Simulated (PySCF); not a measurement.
C6H7BO3, SMILES OB(O)c1cccc(O)c1 (GFN2-xTB optimised geometry):

```
17

O     -0.656    -2.548     0.063
B     -1.372    -1.404    -0.002
O     -2.728    -1.510    -0.067
C     -0.593    -0.026     0.000
C     -1.244     1.208     0.002
C     -0.527     2.392     0.003
C      0.854     2.376     0.001
C      1.524     1.157     0.000
O      2.885     1.168    -0.001
C      0.800    -0.026     0.000
H     -1.199    -3.338     0.057
H     -3.213    -0.689    -0.115
H     -2.325     1.251     0.005
H     -1.049     3.338     0.005
H      1.428     3.289     0.001
H      3.213     0.260     0.000
H      1.316    -0.977     0.000
```

Level of theory: PySCF with CAM-B3LYP/def2-SVP.

Problem. What are the frontier orbital energies and the dipole moment?

Solution. HOMO-2 -10.34 eV, HOMO-1 -8.50 eV, HOMO -7.63 eV, LUMO 0.51 eV, LUMO+1 1.47 eV; dipole moment 1.23 D.

On the same geometry PySCF with PBE/def2-SVP gives HOMO-2 -7.29 eV, HOMO-1 -6.21 eV, HOMO -5.33 eV, LUMO -1.42 eV, LUMO+1 -0.58 eV; dipole moment 1.08 D.

Meta-Löwdin charges at CAM-B3LYP/def2-SVP: O1 -0.49, B2 0.41, O3 -0.49, C4 -0.10, C5 -0.12, C6 -0.09, C7 -0.13, C8 0.22, O9 -0.45, C10 -0.14, H11 0.33, H12 0.33, H13 0.08, H14 0.10, H15 0.11, H16 0.32, H17 0.10.
